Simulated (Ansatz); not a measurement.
Program: Ansatz 0.2.0.

`[CH3][Ga][CH3]` radical at its PBE0-D4/def2-TZVP geometry, where that method's forces vanish. Total charge 0; spin multiplicity 2.

```json
{"atom": "C1", "x (Å)": "-1.6571", "y (Å)": "0.0544", "z (Å)": "0.4306"}
{"atom": "Ga2", "x (Å)": "0.2188", "y (Å)": "-0.3774", "z (Å)": "0.9646"}
{"atom": "C3", "x (Å)": "1.6700", "y (Å)": "-0.0717", "z (Å)": "-0.3739"}
{"atom": "H4", "x (Å)": "-1.7032", "y (Å)": "1.1021", "z (Å)": "0.1170"}
{"atom": "H5", "x (Å)": "-2.3797", "y (Å)": "-0.1112", "z (Å)": "1.2284"}
{"atom": "H6", "x (Å)": "-1.9281", "y (Å)": "-0.5660", "z (Å)": "-0.4296"}
{"atom": "H7", "x (Å)": "1.6161", "y (Å)": "0.9627", "z (Å)": "-0.7274"}
{"atom": "H8", "x (Å)": "2.6663", "y (Å)": "-0.2633", "z (Å)": "0.0220"}
{"atom": "H9", "x (Å)": "1.4969", "y (Å)": "-0.7295", "z (Å)": "-1.2317"}
```

Problem. For each bond, give half the difference of the two atoms' forces along it (eV/Å; positive pushes the atoms apart) under PBE-D4, r2SCAN-D4, B3LYP-D4, ωB97M-V in def2-TZVPP. (Best estimate.)

Solution. The calculation gave: 
```tsv
bond	length (Å)	PBE-D4	r2SCAN-D4	B3LYP-D4	ωB97M-V
C1–Ga2	1.998	0.07	-0.01	0.21	0.02
C1–H4	1.095	0.11	0.00	-0.07	-0.05
C1–H5	1.089	0.09	-0.02	-0.08	-0.04
C1–H6	1.095	0.11	0.00	-0.07	-0.05
Ga2–C3	1.998	0.07	-0.01	0.21	0.02
C3–H7	1.094	0.11	0.00	-0.07	-0.05
C3–H8	1.089	0.09	-0.02	-0.08	-0.04
C3–H9	1.095	0.11	0.00	-0.07	-0.05
```

B3LYP here is the variant with VWN-RPA as its local correlation; programs differ in this.
